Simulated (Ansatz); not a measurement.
Computed with Ansatz on PBE0-D4/def2-TZVP structures; ΔE is electronic, products minus reactants. CCSD(T)/CBS adds triple-zeta CCSD(T) − MP2 to the extrapolated MP2 energy (def2 sets, frozen cores). This one scheme is used for every species. DFT in def2-TZVPP. One conformer a species, not always the lowest.

Reaction (ligand exchange at the Si–Cl bond): dichlorosilane + `BNCC` → `BN(CC)[SiH2]Cl` + HCl

Is it downhill or uphill in electronic energy at CCSD(T)/CBS, and by how much? (Best estimate.)

Computed: Uphill: ΔE = +0.48 eV.

What do these levels give: r2SCAN-D4, ωB97M-V, B2PLYP, r2SCAN, HF/def2-QZVPP, CCSD/CBS(def2)? (Best estimate.)

Ansatz gave: r2SCAN-D4 0.57, ωB97M-V 0.52, B2PLYP 0.57, r2SCAN 0.60, HF/def2-QZVPP 0.62, CCSD/CBS(def2) 0.50 eV.

Largest T1 diagnostic among the species: 0.012.

In def2-TZVPP, CCSD(T) changes the Hartree–Fock value by −0.18 eV (the triples alone add −0.02 eV) and MP2 by −0.17 eV. The D4 term adds −0.14 eV with B3LYP and −0.08 eV with PBE0; it sums over pairs of atoms, weighted by their polarisabilities, and B3LYP, whose exchange is more repulsive, gets the larger term.

B3LYP here is the variant with VWN-RPA as its local correlation; programs differ in this.
